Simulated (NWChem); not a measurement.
Species: C₂H₆GeO; SMILES C=[CH][GeH2][OH]

```xyz
10

Ge    -0.3564     0.4212    -0.0003
O      0.9780     1.5975    -0.1727
C      0.2893    -1.3366     0.5044
C      0.2652    -2.3712    -0.3415
H     -0.9766     0.3512    -1.4025
H     -1.3552     0.9519     1.0540
H      1.3951     1.8177     0.6664
H      0.6813    -1.4928     1.5177
H     -0.1149    -2.2729    -1.3652
H      0.6233    -3.3671    -0.0556
```
Atoms are numbered in this order, from 1.

Coordinates come from a PBE0/def2-SVP optimisation.

Problem. List the 4 lowest vertical singlet excitations from Hartree-Fock/def2-SVP, TDHF (NWChem).

Solution. 
```json
[
 {"state": "S1", "energy (eV)": "7.46", "oscillator strength": "0.285", "leading excitation (squared amplitude)": "HOMO → LUMO (0.48)"},
 {"state": "S2", "energy (eV)": "7.50", "oscillator strength": "0.238", "leading excitation (squared amplitude)": "HOMO−1 → LUMO (0.46)"},
 {"state": "S3", "energy (eV)": "8.79", "oscillator strength": "0.027", "leading excitation (squared amplitude)": "HOMO−1 → LUMO+1 (0.25)"},
 {"state": "S4", "energy (eV)": "9.25", "oscillator strength": "0.009", "leading excitation (squared amplitude)": "HOMO → LUMO+2 (0.58)"}
]
```
